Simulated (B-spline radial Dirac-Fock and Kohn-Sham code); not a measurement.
# Two-hole binding energies of Sb⁺

System: Sb⁺, configuration 1s2 2s2 2p6 3s2 3p6 3d10 4s2 4p6 4d10 5s2 5p2, inside a Watson sphere of charge -1 and radius 2.2 Å (a model of the Madelung potential; inside it an electron's potential energy is raised by 6.5 eV).

These are calculated numbers from a radial finite-basis atomic code; the model is ΔSCF Dirac-Fock with Breit, self-energy and vacuum polarisation, finite nucleus, configuration average. U is the two-hole binding energy less the two single-hole energies, the effective repulsion of the holes after relaxation. Each two-hole energy is an average over J within one jj subconfiguration.

| holes | E(a) (eV) | E(b) (eV) | E(ab) (eV) | U (eV) |
| --- | --- | --- | --- | --- |
| 2s⁻¹ 2p3/2⁻¹ | 4716.9 | 4145.1 | 8982.7 | 120.6 |
| 2p1/2⁻² | 4393.6 | 4393.6 | 8953.0 | 165.9 |
| 2p3/2⁻² | 4145.1 | 4145.1 | 8438.2 | 148.0 |
| 2s⁻¹ 3p1/2⁻¹ | 4716.9 | 827.1 | 5600.5 | 56.5 |
| 2p1/2⁻¹ 3s⁻¹ | 4393.6 | 959.4 | 5408.0 | 55.0 |
| 2s⁻¹ 3d3/2⁻¹ | 4716.9 | 548.9 | 5325.3 | 59.5 |
| 2s⁻¹ 3d5/2⁻¹ | 4716.9 | 539.6 | 5315.1 | 58.6 |
| 2p1/2⁻¹ 3p3/2⁻¹ | 4393.6 | 780.2 | 5230.5 | 56.7 |
| 2p3/2⁻¹ 3s⁻¹ | 4145.1 | 959.4 | 5159.2 | 54.7 |
| 2p3/2⁻¹ 3d3/2⁻¹ | 4145.1 | 548.9 | ? | ? |
| 3p3/2⁻² | 780.2 | 780.2 | 1602.7 | 42.3 |
| 3d3/2⁻² | 548.9 | 548.9 | 1144.7 | 46.9 |
| 3d3/2⁻¹ 3d5/2⁻¹ | 548.9 | 539.6 | 1136.0 | 47.5 |
| 4d3/2⁻² | 43.48 | 43.48 | 104.0 | 17.0 |

Q: Give the missing two-hole energy and U.

A: E(ab) = 4754.6 eV and U = 60.6 eV.
